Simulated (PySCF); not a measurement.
PySCF input (M06-2X/6-311+G**):

```python
from pyscf import gto, dft

mol = gto.M(
    atom='''
    C    -2.49007000   -0.23584900   -0.01595200
    C    -1.20688200    0.25536300   -0.10967500
    C    -0.05192800   -0.47897700    0.13039600
    Si    1.66769400    0.19379400    0.00080100
    H    -2.67365700   -1.26629100    0.26223700
    H    -3.34961700    0.38854700   -0.21609700
    H    -1.09393400    1.29895900   -0.39379000
    H    -0.18819400   -1.52112600    0.41335400
    H     2.45998900   -0.55630300   -1.00666500
    H     2.38509400    0.07868400    1.29596600
    H     1.60587700    1.62119900   -0.39483900
    ''',
    basis='6-311+g**',
    charge=0,
    spin=1,
    verbose=4,
)

mf = dft.UKS(mol, xc='m062x').density_fit(auxbasis='def2-universal-jkfit')
mf.grids.level = 4
mf.conv_tol = 1e-9
mf.max_cycle = 100
mf.max_memory = 1500
mf.kernel()
if not mf.converged:
    mf = mf.newton()
    mf.kernel(mf.make_rdm1())
mo, _, stable, _ = mf.stability(return_status=True)
if not stable:
    mf.kernel(mf.make_rdm1(mo, mf.mo_occ))
    stable = mf.stability(return_status=True)[2]
mf.dip_moment()
```

Output:

```
PySCF version 2.14.0

[INPUT] verbose = 4
[INPUT] num. atoms = 11
[INPUT] num. electrons = 39
[INPUT] charge = 0
[INPUT] spin (= nelec alpha-beta = 2S) = 1
[INPUT] symmetry False subgroup None
[INPUT] Mole.unit = angstrom
[INPUT] Symbol           X                Y                Z      unit          X                Y                Z       unit  Magmom
[INPUT]  1 C     -2.490070000000  -0.235849000000  -0.015952000000 AA   -4.705550330996  -0.445690016753  -0.030144911139 Bohr   0.0
[INPUT]  2 C     -1.206882000000   0.255363000000  -0.109675000000 AA   -2.280676444667   0.482566132347  -0.207255712712 Bohr   0.0
[INPUT]  3 C     -0.051928000000  -0.478977000000   0.130396000000 AA   -0.098129698196  -0.905135349966   0.246412727739 Bohr   0.0
[INPUT]  4 Si     1.667694000000   0.193794000000   0.000801000000 AA    3.151484919580   0.366217584584   0.001513670626 Bohr   0.0
[INPUT]  5 H     -2.673657000000  -1.266291000000   0.262237000000 AA   -5.052479481026  -2.392943184002   0.495556109728 Bohr   0.0
[INPUT]  6 H     -3.349617000000   0.388547000000  -0.216097000000 AA   -6.329858752187   0.734247416521  -0.408364146340 Bohr   0.0
[INPUT]  7 H     -1.093934000000   1.298959000000  -0.393790000000 AA   -2.067235658350   2.454676757039  -0.744155250592 Bohr   0.0
[INPUT]  8 H     -0.188194000000  -1.521126000000   0.413354000000 AA   -0.355635118286  -2.874511540955   0.781125852493 Bohr   0.0
[INPUT]  9 H      2.459989000000  -0.556303000000  -1.006665000000 AA    4.648705479443  -1.051260312274  -1.902321149185 Bohr   0.0
[INPUT] 10 H      2.385094000000   0.078684000000   1.295966000000 AA    4.507174441343   0.148691210385   2.449020806748 Bohr   0.0
[INPUT] 11 H      1.605877000000   1.621199000000  -0.394839000000 AA    3.034667719738   3.063622103419  -0.746137573297 Bohr   0.0

nuclear repulsion = 142.718250289996
number of shells = 72
number of NR pGTOs = 210
number of NR cGTOs = 138
basis = 6-311+g**
ecp = {}

******** <class 'pyscf.df.df_jk.DFUKS'> ********
method = DFUKS
initial guess = minao
damping factor = 0
level_shift factor = 0
DIIS = <class 'pyscf.scf.diis.CDIIS'>
diis_start_cycle = 1
diis_space = 8
diis_damp = 0
SCF conv_tol = 1e-09
SCF conv_tol_grad = None
SCF max_cycles = 100
direct_scf = False
number electrons alpha = 20  beta = 19
XC library pyscf.dft.libxc version 7.1.2
    S. Lehtola, C. Steigemann, M. J. T. Oliveira, and M. A. L. Marques,  SoftwareX 7, 1–5 (2018)
XC functionals = m062x
    Y. Zhao and D. G. Truhlar,  Theor. Chem. Acc. 120, 215 (2008)
    Y. Zhao and D. G. Truhlar,  Theor. Chem. Acc. 120, 215 (2008)
radial grids:
    Treutler-Ahlrichs [JCP 102, 346 (1995); DOI:10.1063/1.469408] (M4) radial grids

becke partition: Becke, JCP 88, 2547 (1988); DOI:10.1063/1.454033
pruning grids: <function nwchem_prune>
grids dens level: 4
symmetrized grids: False
atomic radii adjust function: <function treutler_atomic_radii_adjust>
small_rho_cutoff = 0
Set gradient conv threshold to 3.16228e-05
tot grids = 224704
******** <class 'pyscf.df.df.DF'> ********
auxbasis = def2-universal-jkfit
init E= -408.153086227997
  alpha nocc = 20  HOMO = -0.188408503014642  LUMO = -0.0121183324928502
  beta  nocc = 19  HOMO = -0.347562135227362  LUMO = -0.188408503014671

WARN: HOMO -0.188408503014642 >= LUMO -0.188408503014671

cycle= 1 E= -407.8794240348  delta_E= 0.274  |g|= 0.166  |ddm|= 1.84
  alpha nocc = 20  HOMO = -0.22447214836123  LUMO = 0.0103312370113658
  beta  nocc = 19  HOMO = -0.327460941894288  LUMO = -0.0592811162914312
  HOMO = -0.224472148361  LUMO = -0.0592811162914  gap/eV = 4.49508
cycle= 2 E= -407.892582903346  delta_E= -0.0132  |g|= 0.104  |ddm|= 0.311
  alpha nocc = 20  HOMO = -0.254954483348829  LUMO = 0.00845895349334616
  beta  nocc = 19  HOMO = -0.358046352246209  LUMO = -0.0803257993352863
  HOMO = -0.254954483349  LUMO = -0.0803257993353  gap/eV = 4.75189
cycle= 3 E= -407.898192591314  delta_E= -0.00561  |g|= 0.0347  |ddm|= 0.133
  alpha nocc = 20  HOMO = -0.25141311094174  LUMO = 0.00931913823582915
  beta  nocc = 19  HOMO = -0.351121628404652  LUMO = -0.0694326749103042
  HOMO = -0.251413110942  LUMO = -0.0694326749103  gap/eV = 4.95194
cycle= 4 E= -407.899110613064  delta_E= -0.000918  |g|= 0.0156  |ddm|= 0.048
  alpha nocc = 20  HOMO = -0.251794236038295  LUMO = 0.00919446526892555
  beta  nocc = 19  HOMO = -0.351063477708705  LUMO = -0.0666738456675137
  HOMO = -0.251794236038  LUMO = -0.0666738456675  gap/eV = 5.03738
cycle= 5 E= -407.899311784867  delta_E= -0.000201  |g|= 0.00631  |ddm|= 0.0186
  alpha nocc = 20  HOMO = -0.25367194539701  LUMO = 0.00915316878137921
  beta  nocc = 19  HOMO = -0.352055268763811  LUMO = -0.0654130484829479
  HOMO = -0.253671945397  LUMO = -0.0654130484829  gap/eV = 5.12279
cycle= 6 E= -407.899382976602  delta_E= -7.12e-05  |g|= 0.00261  |ddm|= 0.0132
  alpha nocc = 20  HOMO = -0.25412234530037  LUMO = 0.00915792417695739
  beta  nocc = 19  HOMO = -0.351800044658288  LUMO = -0.0644432070527682
  HOMO = -0.2541223453  LUMO = -0.0644432070528  gap/eV = 5.16143
cycle= 7 E= -407.899394530417  delta_E= -1.16e-05  |g|= 0.000986  |ddm|= 0.00637
  alpha nocc = 20  HOMO = -0.254163327469029  LUMO = 0.00916137937240789
  beta  nocc = 19  HOMO = -0.351963389334463  LUMO = -0.0642931247992477
  HOMO = -0.254163327469  LUMO = -0.0642931247992  gap/eV = 5.16663
cycle= 8 E= -407.899395407659  delta_E= -8.77e-07  |g|= 0.000369  |ddm|= 0.00146
  alpha nocc = 20  HOMO = -0.254241516589917  LUMO = 0.00915745785974852
  beta  nocc = 19  HOMO = -0.351974582824439  LUMO = -0.0643118367133322
  HOMO = -0.25424151659  LUMO = -0.0643118367133  gap/eV = 5.16825
cycle= 9 E= -407.89939560898  delta_E= -2.01e-07  |g|= 0.000138  |ddm|= 0.000713
  alpha nocc = 20  HOMO = -0.254234472074444  LUMO = 0.00915935751474174
  beta  nocc = 19  HOMO = -0.351974324178565  LUMO = -0.0643114362715819
  HOMO = -0.254234472074  LUMO = -0.0643114362716  gap/eV = 5.16807
cycle= 10 E= -407.89939567979  delta_E= -7.08e-08  |g|= 7.02e-05  |ddm|= 0.000444
  alpha nocc = 20  HOMO = -0.254237019679786  LUMO = 0.00915895108427035
  beta  nocc = 19  HOMO = -0.351976620412018  LUMO = -0.0643182476534825
  HOMO = -0.25423701968  LUMO = -0.0643182476535  gap/eV = 5.16795
cycle= 11 E= -407.899395705803  delta_E= -2.6e-08  |g|= 3.57e-05  |ddm|= 0.00028
  alpha nocc = 20  HOMO = -0.254234570243202  LUMO = 0.00916004746879683
  beta  nocc = 19  HOMO = -0.351972161749038  LUMO = -0.0643163857139089
  HOMO = -0.254234570243  LUMO = -0.0643163857139  gap/eV = 5.16794
cycle= 12 E= -407.899395713071  delta_E= -7.27e-09  |g|= 1.03e-05  |ddm|= 0.000195
  alpha nocc = 20  HOMO = -0.254234743889903  LUMO = 0.00916017861665513
  beta  nocc = 19  HOMO = -0.351970985926312  LUMO = -0.0643158843701803
  HOMO = -0.25423474389  LUMO = -0.0643158843702  gap/eV = 5.16796
cycle= 13 E= -407.899395713489  delta_E= -4.18e-10  |g|= 3e-06  |ddm|= 5e-05
  alpha nocc = 20  HOMO = -0.254235249957699  LUMO = 0.00916015358664829
  beta  nocc = 19  HOMO = -0.351971479797558  LUMO = -0.0643162724652901
  HOMO = -0.254235249958  LUMO = -0.0643162724653  gap/eV = 5.16796
Extra cycle  E= -407.899395713498  delta_E= -9.32e-12  |g|= 2e-06  |ddm|= 7.06e-06
converged SCF energy = -407.899395713498  <S^2> = 0.78161841  2S+1 = 2.0313723
uhf_internal: lowest eigs of H = [0.18512591 0.35073237 0.37033802]
<class 'pyscf.df.df_jk.DFUKS'> wavefunction is stable in the internal stability analysis
Dipole moment(X, Y, Z, Debye): -0.75435, -0.15219,  0.01738
```

The geometry given is a B3LYP-D3(BJ)/def2-TZVP minimum.
